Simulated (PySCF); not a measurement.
# State search for BAs

Unrestricted PBE0; PySCF, spin-free X2C with a Gaussian nucleus, basis sets B x2c-TZVPPall, As x2c-TZVPPall. Outer shells of the fragments: B 2s2 2p1; As 3d10 4s2 4p3.

Followed along the bond (rough minima from three points):

```
2Ms+1  unpaired  ⟨S²⟩ at the start  R at minimum (Å)  Te (eV)
    3  σ ↑, π ↑               2.01              1.85     0.00
    1  σ ↓, π ↑               1.05              1.85     0.14
    3      π ↑↑               2.01  none in the scan   ≤ 0.84
    1      none               0.00  none in the scan   ≤ 0.86
    1      π ↑↓               1.01  none in the scan   ≤ 1.13
```

Solutions found at the starting distance of 1.990 Å, counted from the lowest of them; the search is not exhaustive and high or unbound solutions are not listed, so other states can lie among these:

```csv
2Ms+1,unpaired,term,E (eV),⟨S²⟩,⟨Lz²⟩,μ (D)
3,"σ ↑, π ↑",³Π,0.00,2.01,1.02,0.01
1,"σ ↓, π ↑",mixed,0.13,1.05,1.01,-0.03
3,π ↑↑,³Σ⁻,0.65,2.01,0.00,2.22
1,π ↑↓,mixed,0.94,1.01,2.02,2.29
1,none,¹Σ⁺,1.21,0.00,0.00,-0.61
1,none,mixed,1.84,0.00,2.00,2.50
5,"σ ↑, π ↑↑↑",⁵Π,1.85,6.00,1.00,0.93
3,"σ ↑, π ↑↑↓",mixed,2.34,3.01,3.03,0.85
3,"σ ↓, π ↑↑↑",mixed,2.60,3.02,1.01,1.36
1,"σ ↑, π ↑↓↓",mixed,2.85,2.02,3.03,1.41
3,π ↑↑,mixed,3.08,2.10,2.01,-0.42
3,π ↑↑,mixed,3.61,2.09,2.01,-0.66
5,"σ ↑↑, π ↑↑",mixed,4.79,6.06,2.01,1.02
5,π ↑↑↑↑,⁵Σ⁺,4.95,6.14,0.00,0.69
```

A term symbol is given only where ⟨S²⟩ and ⟨Lz²⟩ are close to those of a pure state; real π, δ and φ orbitals otherwise mix terms. A positive dipole means B(−)As(+).

Spin–orbit coupling is left out.
